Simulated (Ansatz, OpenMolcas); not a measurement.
**A small benchmark: dipole moment**

8 molecules holding an element past argon; the dipole moment in D, computed less measured. Shapes, held fixed at every level: PBE0-D4/def2-TZVP. No vibrational averaging. Dipoles are compared by magnitude; molecules under 1 D, whose direction can flip, are left out. Programs: Ansatz 0.2.0, OpenMolcas 26.06. Measured values: NIST CCCBDB.

Levels: A = HF/STO-3G; B = PBE-D4/def2-TZVPP; C = r2SCAN-D4/def2-TZVPP; D = wB97M-V/def2-TZVPP.

```csv
molecule,measured,A,B,C,D
BrF (SMILES FBr),1.42,-1.35,-0.18,-0.17,+0.02
AsF3 (arsenic trifluoride),2.59,-1.32,-0.32,-0.28,-0.06
CH2Br2 (dibromomethane),1.43,+0.14,0.00,+0.10,+0.07
CH3Br (bromomethane),1.81,-0.13,+0.02,+0.14,+0.08
CH3I (methyl iodide),1.62,+0.20,+0.03,+0.15,+0.05
CHBrF2 (bromodifluoromethane),1.50,-0.16,-0.22,-0.14,-0.13
C2H3Br (vinyl bromide),1.42,-0.02,-0.09,+0.03,+0.05
C2H5Br (bromoethane),2.03,-0.15,+0.04,+0.18,+0.10
```

Which level does best on this set, which worst, and which err to one side?


```
               level                    kind  mean error  mean absolute error  worst case
           HF/STO-3G            Hartree–Fock      -0.349                0.434         BrF
   PBE-D4/def2-TZVPP                     GGA      -0.090                0.113        AsF3
r2SCAN-D4/def2-TZVPP                meta-GGA      +0.001                0.149        AsF3
  wB97M-V/def2-TZVPP  range-separated hybrid      +0.023                0.070      CHBrF2
```

On this set wB97M-V/def2-TZVPP has the smallest mean absolute error and HF/STO-3G the largest. HF/STO-3G is too low in 6 of 8; wB97M-V/def2-TZVPP is too high in 6 of 8. For atoms past krypton def2 sets carry core potentials with scalar relativity. All-electron rows are non-relativistic unless named. Relativity is left out for As, Br. The set is small.
